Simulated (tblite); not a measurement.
C₃H₁₂N₂Si₂.
Atom-mapped SMILES: `[CH3:1][NH:2][Si@H:3]1[CH2:4][Si@@H:5]([NH2:6])[CH2:7]1` (hydrogens: H8, H9, H10 on C1; H11 on N2; H12 on Si3; H13, H14 on C4; H15 on Si5; H16, H17 on N6; H18, H19 on C7)

Structure used (GFN2-xTB), in Å, numbered top down from 1:
```
atom  x, y, z in Å
C1    -2.967    0.237   -0.845
N2    -1.735   -0.504   -0.740
Si3   -0.674   -0.348    0.605
C4     0.866   -1.454    0.368
Si5    2.020    0.062    0.431
N6     2.652    0.370   -1.149
C7     0.496    1.170    0.752
H8    -3.661   -0.277   -1.514
H9    -3.418    0.299    0.142
H10   -2.820    1.258   -1.217
H11   -1.308   -0.646   -1.643
H12   -1.497   -0.594    1.795
H13    0.894   -2.029   -0.552
H14    1.015   -2.154    1.183
H15    3.005    0.056    1.525
H16    3.029    1.286   -1.333
H17    3.263   -0.326   -1.546
H18    0.497    1.649    1.727
H19    0.336    1.955    0.017
```

Calculated harmonic vibrations of the isolated species, GFN2-xTB (tblite), most abundant isotopes, no scaling. Errors from tens to a few hundred cm⁻¹ against measured bands are possible. Modes of hydrogen on silicon can be 10 to 20 % off. One conformer, not necessarily the lowest.

Harmonic wavenumbers (cm⁻¹): 28.2, 75.3, 123.9, 155.4, 161.1, 192.3, 219.7, 223.6, 273.7, 375.7, 517.3, 557.1, 563.6, 567.5, 617.0, 625.6, 650.2, 674.3, 698.0, 704.8, 742.3, 762.4, 827.0, 838.0, 897.6, 914.7, 969.2, 1062.9, 1082.4, 1089.7, 1111.0, 1158.2, 1359.6, 1421.6, 1465.8, 1471.4, 1494.7, 1505.3, 1524.3, 2158.7, 2216.1, 2897.5, 2968.1, 3006.8, 3018.6, 3022.6, 3029.5, 3033.8, 3443.4, 3463.3, 3497.0.

A = 3454, B = 979.2, C = 952.4 MHz; mass 132.054 u (most abundant isotopes); point group C1, symmetry number 1.

What is the zero-point energy?

½Σν̃ = 32729 cm⁻¹ = 93.58 kcal/mol.

What is S at 200 K and 1 bar for an ideal gas of classical rigid rotors and harmonic oscillators?

Translation 38.59, rotation 27.80, vibration 21.46: S = 87.8 cal/(mol K).

And Cp and H(200 K) − H(0)?

Cp = 31.14 cal/(mol K), of which vibrations give 23.19 (their classical limit is 51 R = 101.3); H(200 K) − H(0) = 3.90 kcal/mol without the zero-point energy, 2.31 from vibrations.

Which modes carry the vibrational entropy at 200 K?

28.2 cm⁻¹: 5.16; 75.3 cm⁻¹: 3.23; 123.9 cm⁻¹: 2.28; 155.4 cm⁻¹: 1.87; 161.1 cm⁻¹: 1.80; 192.3 cm⁻¹: 1.49 cal/(mol K); the other 45 give 5.62 together.

What must be added to the electronic energy to get the Gibbs energy at 200 K and 1 bar?

ZPE + [H(200 K) − H(0)] − T·S = 93.58 + 3.90 − 17.57 = 79.91 kcal/mol.

Hindered rotation and anharmonicity are outside this model. Other conformers, if any are populated, would add a mixing term that is left out. The structure is chiral; the term R ln 2 for an equal mix with its mirror image is left out.
